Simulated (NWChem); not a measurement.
Molecule: CrO2Cl, doublet; SMILES [O]=[Cr](=[O])[Cl]

```xyz
4

Cr     0.0640     0.0000    -0.4256
O     -0.2151     1.3142    -1.2168
O     -0.2151    -1.3141    -1.2168
Cl    -0.0519     0.0000     1.7160
```
Atoms are numbered in this order, from 1.

Level: B3LYP/6-31G* (spherical d), spin-unrestricted (NWChem), optimised geometry, unscaled harmonic frequencies. This spin state was assumed; another may lie lower. B3LYP is NWChem's, with the RPA form of VWN correlation.

Question: List the harmonic frequencies with IR intensities, and the thermochemistry.

Answer: 
```
frequency (cm⁻¹)  IR intensity (km/mol)
----------------  ---------------------
95                                 42.6
188                                 3.0
336                                 8.0
488                                48.8
1094                               88.6
1110                              212.0
```

```json
{
  "zero_point_energy": "4.7 kcal/mol",
  "thermal correction to the enthalpy at 298.15 K (with zero-point energy)": "8.3 kcal/mol",
  "heat capacity Cv": "13.2 cal/(mol K)",
  "entropy at 298.15 K and 1 atm (symmetry number 1, electronic part: spin degeneracy alone)": "75.4 cal/(mol K)",
  "dipole_moment": "1.28 D"
}
```

Rigid rotor and harmonic oscillator; modes under 100 cm⁻¹ make the entropy uncertain.
